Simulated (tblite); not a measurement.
Compound: C₅H₈F₂OS.
Cartesian coordinates in Å at the GFN2-xTB level; atoms count from 1:
```
atom  x, y, z in Å
C1     3.1129   -0.2135   -0.2468
S2     1.7592   -1.4010   -0.4592
C3     0.4624   -0.4389    0.3656
C4    -0.9402   -1.0407    0.2622
C5    -1.2511    0.2340   -0.5269
F6    -1.5373    0.0005   -1.8523
C7    -2.3355    1.1756   -0.0077
F8    -2.2881    1.2376    1.3564
O9     0.0549    0.7175   -0.3741
H10    3.9491   -0.5814   -0.8310
H11    3.3836   -0.1555    0.8040
H12    2.7842    0.7514   -0.6197
H13    0.8096   -0.1588    1.3625
H14   -0.9977   -1.9471   -0.3343
H15   -1.4788   -1.1489    1.1987
H16   -3.3215    0.7970   -0.2931
H17   -2.1726    2.1843   -0.3975
```

Computed with GFN2-xTB (tblite): harmonic, unscaled wavenumbers at the GFN2-xTB geometry, gas phase. The method is semi-empirical: single wavenumbers can be off by several per cent or more. One conformer, not necessarily the lowest.

Harmonic wavenumbers (cm⁻¹): 37.5, 50.9, 79.6, 134.9, 146.0, 177.8, 249.7, 340.6, 361.6, 399.2, 433.1, 528.3, 633.4, 703.1, 737.5, 862.4, 899.8, 940.2, 951.3, 953.7, 988.9, 1012.1, 1053.1, 1071.6, 1108.6, 1134.8, 1180.3, 1196.3, 1222.4, 1227.1, 1249.4, 1304.6, 1311.4, 1412.5, 1422.9, 1442.3, 1443.5, 2935.5, 2967.4, 2976.4, 3022.5, 3038.8, 3043.7, 3047.7, 3069.3.

A = 2755, B = 779.9, C = 720.5 MHz; mass 154.026 u (most abundant isotopes); point group C1, symmetry number 1.

Question: What is the zero-point energy?

Answer: ½Σν̃ = 27252 cm⁻¹ = 77.92 kcal/mol.

Question: Entropy at 350 K, 1 bar (ideal gas, RRHO, classical rotation)?

Answer: Translation 41.83, rotation 30.20, vibration 35.89: S = 107.9 cal/(mol K).

Question: And Cp and H(350 K) − H(0)?

Answer: Cp = 41.87 cal/(mol K), of which vibrations give 33.92 (their classical limit is 45 R = 89.4); H(350 K) − H(0) = 8.99 kcal/mol without the zero-point energy, 6.21 from vibrations.

Question: Blend soft modes into free rotors: weight 1/[1 + (100 cm⁻¹/ν̃)⁴] for the oscillator and the rest for a rotor with moment μB/(μ + B), μ = h/(8π²ν), B = 10⁻⁴⁴ kg m². What vibrational entropy results?

Answer: 32.00 cal/(mol K) in place of 35.89, which changes −T·S at 350 K by +1.36 kcal/mol.

Question: Which modes carry the vibrational entropy at 350 K?

Answer: 37.5 cm⁻¹: 5.70; 50.9 cm⁻¹: 5.10; 79.6 cm⁻¹: 4.22; 134.9 cm⁻¹: 3.18; 146.0 cm⁻¹: 3.03; 177.8 cm⁻¹: 2.65 cal/(mol K); the other 39 give 12.00 together.

Question: What must be added to the electronic energy to get the Gibbs energy at 350 K and 1 bar?

Answer: ZPE + [H(350 K) − H(0)] − T·S = 77.92 + 8.99 − 37.77 = 49.14 kcal/mol.

Hindered rotation and anharmonicity are outside this model. Other conformers, if any are populated, would add a mixing term that is left out. The structure is chiral; the term R ln 2 for an equal mix with its mirror image is left out.
